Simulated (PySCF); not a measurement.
Br (bromine, neutral): UHF calculation

Configuration: [Ar] 3d10 4s2 4p5, 2P determinant. Computed with PySCF 2.14 in pcseg-2 (6s5p3d1f, 43 functions), with no relativity, point nucleus.

| Quantity | Value |
| --- | --- |
| Total energy | -2572.417594 hartree |
| One-electron energy | -3583.0768 hartree |
| Hartree (Coulomb) energy | 1100.3461 hartree |
| Exchange energy | -89.6868 hartree |
| Kinetic energy | 2575.57041 hartree |
| ⟨S²⟩ | 0.7587 |
| ⟨L²⟩ | 2.034 |
| Sum of ⟨r⟩ | 25.87 bohr |
| Sum of ⟨r²⟩ | 40.52 bohr² |
| Traceless quadrupole moment −½Σ⟨3z² − r²⟩ along its main axis | 2.13 e·bohr² |
| Density at the nucleus (Gaussians lack the cusp) | 29200 bohr⁻³ |
| Spin density at the nucleus | -0.123 bohr⁻³ |
| Langevin diamagnetic susceptibility | -32.1 ×10⁻⁶ cm³/mol |
| Time after the integrals | 0.13 s of wall time on 1 thread of Neoverse-V2 (shared host) |

```
shell  electrons  mean orbital energy (eV)  spread (eV)  rms radius, mean of both spins (bohr)
 1s α          1                  -13332.1            0                                 0.0506
 1s β          1                  -13331.9            0                                 0.0506
 2s α          1                   -1771.9            0                                  0.210
 2s β          1                   -1771.9            0                                  0.210
 2p α          3                   -1591.2        0.206                                  0.185
 2p β          3                   -1591.0        0.085                                  0.185
 3s α          1                   -268.24            0                                  0.599
 3s β          1                   -268.02            0                                  0.599
 3p α          3                   -203.19        0.639                                  0.613
 3p β          3                   -202.89        0.106                                  0.613
 3d α          5                   -87.288        0.599                                  0.648
 3d β          5                   -87.136        0.321                                  0.648
 4s α          1                   -28.488            0                                   1.86
 4s β          1                   -25.597            0                                   1.86
 4p α          3                   -12.973        1.890                                   2.29
 4p β          2                   -11.798            0                                   2.29
```
